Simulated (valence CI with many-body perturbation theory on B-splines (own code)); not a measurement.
**Level structure of Ag33+**

Calculated by configuration interaction combined with many-body perturbation theory (CI+MBPT): four valence electrons over a frozen Dirac-Fock core [Ne], a basis of 11 s, 11 p, 10 d, 8 f, 5 g, 2 h functions for each j, with the one-electron correlation potential Σ1, the two-electron term Σ2, the three-electron term Σ3, Breit, model QED; selected CI, second order for the rest, scaled by the run's own slope (own B-spline code, finite nucleus).

The last digits are not significant, and no measured levels were compared; by estimate large intervals hold to a few tenths of a per cent, small ones and those within an open d or f shell to about a per cent. Among the levels kept, up to 700 cm⁻¹ of a level comes from second order outside the variational space, and about a tenth of that is noise between levels of different J, which matters for small intervals.

Levels 91 to 135 of 176, with energies above the lowest level, (3s^2 3p1/2^2) J=0. "Leading %" is the weight of the configuration and term that name the level; weights of strongly mixed levels are sums over their largest components and can fall short. In the jj column 3d3/2^4 stands for four electrons in 3d with j = 3/2. Lifetimes count E1, E2, E3, M1 and M2 decay at the calculated energies, and are blank where another channel may lead or the interval is too uncertain; long ones can be off by a factor of two.

| No. | Configuration | Term | J | E (eV) | Leading % | Leading jj | g | Lifetime |
| --- | --- | --- | --- | --- | --- | --- | --- | --- |
| 91 | 3s2.3d2 | 1G | 4 | 375.21 | 63 | 3s^2 3d3/2 3d5/2 (36 %) | 1.032 | 4.26 ps |
| 92 | 3s.3p2.3d | 1F | 3 | 375.81 | 55 | 3s 3p3/2^2 3d5/2 (56 %) | 1.107 | 2.66 ps |
| 93 | 3s.3p2.3d | 3P | 1 | 379.22 | 36 | 3s 3p3/2^2 3d5/2 (72 %) | 1.249 | 2.54 ps |
| 94 | 3p3.3d | 3F° | 2 | 379.97 | 25 | 3p1/2^2 3p3/2 3d3/2 (75 %) | 0.937 | 16.4 ps |
| 95 | 3s2.3d2 | 1D | 2 | 382.42 | 27 | 3s^2 3d5/2^2 (49 %) | 1.203 | 2.66 ps |
| 96 | 3s2.3d2 | 1S | 0 | 383.92 | 30 | 3s^2 3d5/2^2 (39 %) |  | 2.38 ps |
| 97 | 3p3.3d | 3P° | 0 | 385.44 | 40 | 3p1/2^2 3p3/2 3d3/2 (82 %) |  | 11.6 ps |
| 98 | 3p3.3d | 3F° | 3 | 385.60 | 29 | 3p1/2^2 3p3/2 3d3/2 (68 %) | 1.167 | 10.1 ps |
| 99 | 3p3.3d | 5D° | 1 | 388.24 | 36 | 3p1/2^2 3p3/2 3d3/2 (84 %) | 1.191 | 7.92 ps |
| 100 | 3s.3p2.3d | 1D | 2 | 388.48 | 57 | 3s 3p3/2^2 3d5/2 (71 %) | 1.064 | 2.26 ps |
| 101 | 3p3.3d | 3F° | 4 | 395.12 | 36 | 3p1/2^2 3p3/2 3d5/2 (86 %) | 1.275 | 9.65 ps |
| 102 | 3p3.3d | 3D° | 2 | 396.87 | 37 | 3p1/2^2 3p3/2 3d5/2 (70 %) | 1.285 | 9.18 ps |
| 103 | 3s.3p.3d2 | 5G° | 2 | 398.64 | 72 | 3s 3p1/2 3d3/2^2 (76 %) | 0.497 | 14.7 ps |
| 104 | 3s2.3d2 | 1S | 0 | 399.97 | 45 | 3s^2 3d5/2^2 (38 %) |  | 2.05 ps |
| 105 | 3s.3p.3d2 | 5G° | 3 | 402.10 | 26 | 3p1/2^2 3p3/2 3d5/2 (25 %) | 0.998 | 14.6 ps |
| 106 | 3s.3p.3d2 | 5G° | 3 | 404.54 | 28 | 3s 3p1/2 3d3/2^2 (44 %) | 1.016 | 12.6 ps |
| 107 | 3p3.3d | 3D° | 1 | 410.66 | 22 | 3p1/2^2 3p3/2 3d5/2 (36 %) | 0.953 | 10.5 ps |
| 108 | 3p3.3d | 5D° | 2 | 410.96 | 23 | 3p1/2 3p3/2^2 3d3/2 (51 %) | 1.004 | 11.2 ps |
| 109 | 3p3.3d | 5D° | 0 | 411.00 | 44 | 3p1/2 3p3/2^2 3d3/2 (60 %) |  | 7.68 ps |
| 110 | 3s.3p.3d2 | 5G° | 3 | 411.27 | 27 | 3s 3p1/2 3d3/2 3d5/2 (54 %) | 1.123 | 16.0 ps |
| 111 | 3s.3p.3d2 | 5G° | 4 | 412.87 | 64 | 3s 3p1/2 3d3/2 3d5/2 (76 %) | 1.173 | 20.0 ps |
| 112 | 3p3.3d | 3D° | 1 | 413.23 | 50 | 3p1/2 3p3/2^2 3d3/2 (42 %) | 0.888 | 7.86 ps |
| 113 | 3p3.3d | 3F° | 4 | 417.28 | 23 | 3p1/2 3p3/2^2 3d3/2 (37 %) | 1.153 | 14.1 ps |
| 114 | 3s.3p.3d2 | 5D° | 0 | 417.81 | 84 | 3s 3p1/2 3d3/2^2 (51 %) |  | 6.87 ps |
| 115 | 3p3.3d | 5D° | 3 | 419.06 | 34 | 3p1/2 3p3/2^2 3d5/2 (37 %) | 1.304 | 7.14 ps |
| 116 | 3s.3p.3d2 | 5D° | 1 | 419.14 | 39 | 3s 3p1/2 3d3/2 3d5/2 (47 %) | 0.946 | 5.32 ps |
| 117 | 3s.3p.3d2 | 5D° | 2 | 419.99 | 28 | 3s 3p1/2 3d3/2 3d5/2 (54 %) | 1.204 | 5.15 ps |
| 118 | 3s.3p.3d2 | 5G° | 5 | 420.92 | 27 | 3s 3p1/2 3d3/2 3d5/2 (55 %) | 1.222 | 17.2 ps |
| 119 | 3s.3p.3d2 | 5D° | 1 | 421.69 | 42 | 3s 3p1/2 3d3/2^2 (63 %) | 0.952 | 4.04 ps |
| 120 | 3s.3p.3d2 | 5P° | 1 | 421.88 | 44 | 3s 3p1/2 3d3/2 3d5/2 (49 %) | 1.952 | 6.25 ps |
| 121 | 3p3.3d | 3F° | 4 | 423.63 | 28 | 3p1/2 3p3/2^2 3d5/2 (55 %) | 1.215 | 11.7 ps |
| 122 | 3s.3p.3d2 | 5D° | 2 | 423.66 | 28 | 3s 3p1/2 3d3/2^2 (38 %) | 1.397 | 4.27 ps |
| 123 | 3p3.3d | 3D° | 3 | 425.17 | 34 | 3p1/2 3p3/2^2 3d5/2 (34 %) | 1.327 | 6.64 ps |
| 124 | 3p3.3d | 1D° | 2 | 427.46 | 23 | 3p1/2 3p3/2^2 3d3/2 (41 %) | 0.984 | 8.17 ps |
| 125 | 3s.3p.3d2 | 5G° | 5 | 429.39 | 37 | 3s 3p1/2 3d5/2^2 (39 %) | 1.231 | 16.1 ps |
| 126 | 3p3.3d | 1G° | 4 | 429.41 | 34 | 3p1/2 3p3/2^2 3d5/2 (30 %) | 1.233 | 6.53 ps |
| 127 | 3p3.3d | 1P° | 1 | 431.15 | 26 | 3p1/2 3p3/2^2 3d3/2 (32 %) | 1.327 | 4.16 ps |
| 128 | 3s.3p.3d2 | 5D° | 4 | 431.53 | 31 | 3s 3p1/2 3d5/2^2 (42 %) | 1.283 | 6.17 ps |
| 129 | 3s.3p.3d2 | 5D° | 3 | 431.95 | 34 | 3s 3p1/2 3d3/2 3d5/2 (68 %) | 1.363 | 4.13 ps |
| 130 | 3p3.3d | 3P° | 2 | 432.04 | 28 | 3s 3p1/2 3d3/2 3d5/2 (26 %) | 1.307 | 4.23 ps |
| 131 | 3p3.3d | 3P° | 0 | 434.26 | 41 | 3p1/2 3p3/2^2 3d5/2 (50 %) |  | 8.09 ps |
| 132 | 3s.3p.3d2 | 3G° | 3 | 434.37 | 37 | 3s 3p1/2 3d3/2 3d5/2 (36 %) | 0.966 | 6.56 ps |
| 133 | 3s.3p.3d2 | 3F° | 2 | 435.26 | 44 | 3s 3p1/2 3d5/2^2 (47 %) | 0.935 | 6.93 ps |
| 134 | 3s.3p.3d2 | 5P° | 2 | 436.90 | 32 | 3s 3p1/2 3d3/2 3d5/2 (62 %) | 1.665 | 4.03 ps |
| 135 | 3p3.3d | 3D° | 3 | 437.67 | 23 | 3s 3p1/2 3d3/2 3d5/2 (23 %) | 1.143 | 4.42 ps |

Where two levels of one J and parity lie close, their mixing, g and order are uncertain.
